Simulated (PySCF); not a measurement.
Calculation: TPSSh-D3(BJ)/def2-TZVP // r2SCAN-D4/def2-SVP (PySCF). Isolated molecules, 0 K electronic values unless said otherwise. 

Reference species: [Zr(Cl)4] (neutral, multiplicity 1).

mean distance from the central atom to its bonded neighbours: 2.330 Å
coordination number: 4
LUMO: -3.18 eV
HOMO: -9.01 eV

Changed species: [Zr(Cl)(F)3] (3 of 4 Cl replaced by F; the reference has 0 of 4 Cl replaced by F).

Problem. Predict the effect on the mean distance from the central atom to its bonded neighbours, coordination number, LUMO and HOMO.

Solution. the mean distance from the central atom to its bonded neighbours falls by 0.321 Å, to 2.009 Å; the coordination number stays essentially unchanged; the LUMO increases by 0.91 eV, to -2.27 eV; the HOMO falls by 0.21 eV, to -9.22 eV.
